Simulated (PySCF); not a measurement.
Atoms are numbered as in `[F:1][C@@H:2]1[C@H:3]2[CH2:4][CH2:5][C@:6]1([F:7])[CH2:8][CH2:9]2`. Each H is labelled by its parent atom. Ha(C4), Ha(C5), Ha(C8), Ha(C9) are cis to F1 on the ring; Hb(C4), Hb(C5), Hb(C8), Hb(C9) are trans to F1 on the ring.

In vacuum, one conformer, no relativistic terms. σ from GIAO-PBE0/pcSseg-1; coordinates at the GFN2-xTB level; PySCF 2.14.

Chemical shifts δ = σref − σ; $^{13}$C (σref 186.93), $^{1}$H (σref 31.72) against TMS; $^{19}$F (σref 170.95) vs CFCl3, all at this level.

```
 atoms   nucleus  count  δ (ppm)
    C9  $^{13}$C      1        ?
Hb(C5)   $^{1}$H      1     1.95
    C3  $^{13}$C      1     39.5
Ha(C4)   $^{1}$H      1     1.31
    C6  $^{13}$C      1    104.6
Ha(C9)   $^{1}$H      1     2.43
    C4  $^{13}$C      1     25.4
Hb(C8)   $^{1}$H      1        ?
Ha(C8)   $^{1}$H      1        ?
    C8  $^{13}$C      1        ?
Ha(C5)   $^{1}$H      1     1.66
    C2  $^{13}$C      1        ?
 H(C3)   $^{1}$H      1     1.83
Hb(C9)   $^{1}$H      1     1.46
    C5  $^{13}$C      1     32.4
Hb(C4)   $^{1}$H      1     1.76
    F7  $^{19}$F      1   -219.2
 H(C2)   $^{1}$H      1        ?
    F1  $^{19}$F      1   -237.7
```

Estimate the values marked ?.

Results:


- C2: 99.7 ppm, sp3 CH bonded to F; pulled downfield by the heteroatom
- C8: 31.5 ppm, sp3 CH2 in a ring; saturated and bonded to C and H only
- C9: 29.6 ppm, sp3 CH2 in a ring; saturated and bonded to C and H only
- H(C2): 4.76 ppm, hydrogen on an sp3 CH bonded to F; its carbon carries F, an electronegative neighbour
- Ha(C8): 2.46 ppm, hydrogen on an sp3 CH2 in a ring
- Hb(C8): 1.64 ppm, hydrogen on an sp3 CH2 in a ring

Shifts are as computed. Against solution values, carbons near 30 ppm lie about +3 ppm off and those near 130 ppm about +5 ppm. Of 1211 compounds with measured shifts, 218 miss one by over three times the rms of a fit or turn the order of signals round; such compounds aren't used in these exercises. Unscaled 19F shifts against computed CFCl3 carry errors that often reach 10 to 50 ppm.
